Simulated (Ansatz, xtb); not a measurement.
A geometry optimisation of C2H7AlO2 with r2SCAN-D4/def2-SVP

The starting geometry of this gas-phase singlet was built from a drawn formula by distance geometry and a force field; its bonds are those of `[CH3][Al]([OH])[CH2]O`.

```xyz
12

C     0.0019    0.0004   -2.0009
C     2.6716    0.0465    0.1930
Al    1.0275   -0.8082   -0.5098
O     0.4471   -2.4164    0.2044
O     2.8784    1.3077   -0.5755
H    -0.8820   -0.6126   -2.2570
H     0.6544    0.1172   -2.8810
H    -0.3496    1.0198   -1.7065
H    -0.1175   -2.1116    0.9348
H     2.5315    0.3201    1.2571
H     3.5283   -0.6278    0.0236
H     3.7368    1.6927   -0.1711
```

**Question.** Predict what becomes of its bonds when it is optimised with r2SCAN-D4/def2-SVP.

**Answer.** It keeps its bonds, and is `[CH3][Al]([OH])[CH2]O`.

The energy falls by 0.62 eV over 23 steps:

| step | E − E(last) (eV) |
| --- | --- |
| 1 | 0.618 |
| 3 | 0.208 |
| 6 | 0.068 |
| 8 | 0.006 |
| 11 | 0.000 |
| 13 | 0.000 |
| 16 | 0.000 |
| 18 | 0.000 |
| 21 | 0.000 |
| 23 | 0.000 |

Final geometry (Å):

```yaml
atoms:
  - { symbol: C, position_ang: [-0.0088, 0.0516, -2.0432] }
  - { symbol: C, position_ang: [2.5824, 0.0699, 0.2274] }
  - { symbol: Al, position_ang: [0.9050, -0.6902, -0.5005] }
  - { symbol: O, position_ang: [0.1963, -2.0594, 0.2463] }
  - { symbol: O, position_ang: [2.9210, 1.1769, -0.6100] }
  - { symbol: H, position_ang: [-0.8800, -0.5482, -2.3506] }
  - { symbol: H, position_ang: [0.6750, 0.1380, -2.9050] }
  - { symbol: H, position_ang: [-0.3596, 1.0773, -1.8332] }
  - { symbol: H, position_ang: [0.5198, -2.5347, 1.0154] }
  - { symbol: H, position_ang: [2.4507, 0.3750, 1.2913] }
  - { symbol: H, position_ang: [3.3887, -0.6990, 0.2511] }
  - { symbol: H, position_ang: [3.7381, 1.5705, -0.2778] }
```

From the same start GFN2-xTB ends elsewhere, differing in Al3–O5 (1.90 against 2.75 Å here).

No frequencies were run, so the end isn't proven a minimum. Run with Ansatz 0.2.0, 28 s on 2 threads of Intel(R) Xeon(R) 6975P-C (Granite Rapids), on a shared host.
